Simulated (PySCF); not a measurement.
Compounds:

A. `InChI=1S/C7H10F3P/c1-6(2)5-11-4-3-7(8,9)10/h3-4H2,1-2H3`
B. `C=C(C)[C@H]1C[Si@H](N)C1`
C. SMILES C=C(C)P(C)C(F)(F)F
D. SMILES c1cn([Si@@H](OC)O)cc1N

Spectrum 1. ¹³C{¹H} NMR (computed): δ 173.0 (C), 114.4 (CH2), 35.2 (CH2), 34.8 (CH), 29.3 (CH3).

Spectrum 2. ¹³C{¹H} NMR (computed): δ 143.2 (C), 124.5 (CH), 108.1 (CH), 104.2 (CH), 52.1 (CH3).

Spectrum 3. ¹³C{¹H} NMR (computed): δ 268.7 (C), 135.6 (C), 123.6 (C), 39.6 (CH2), 30.7 (CH2), 24.5 (CH3).

Spectrum 4. ¹³C{¹H} NMR (computed): δ 155.0 (C), 141.8 (C), 126.3 (CH2), 25.6 (CH3), 10.1 (CH3).

[PySCF: NMR shieldings at PBE0/pcSseg-1/GIAO; structure optimised with GFN2-xTB; one averaged value for each set of equivalent atoms; one conformer; no solvent model; non-relativistic]

δ = σ(ref) − σ, references computed at the same level: TMS for ¹³C. Splittings of carbon signals by F and P are missing where no couplings were computed. Shifts are as computed. Against solution values, carbons near 30 ppm lie about +3 ppm off and those near 130 ppm about +5 ppm. Of 1211 compounds with measured shifts, 218 miss one by over three times the rms of a fit or turn the order of signals round; such compounds aren't used in these exercises.

Which spectrum belongs to which compound?

Answers

1–B, 2–D, 3–A, 4–C.

- Spectrum 1 (B): 5 ¹³C signals; δC 114.4 is a terminal =CH2 carbon; δC 34.8 is an allylic sp3 CH.
- Spectrum 2 (D): 5 ¹³C signals; δC 143.2 is an aromatic carbon bearing nitrogen; δC 108.1 is an aromatic CH.
- Spectrum 3 (A): 6 ¹³C signals; δC 135.6 is a CF3 carbon; δC 123.6 is a fully substituted alkene carbon.
- Spectrum 4 (C): 5 ¹³C signals; δC 155.0 is a fully substituted alkene carbon; δC 141.8 is a CF3 carbon.
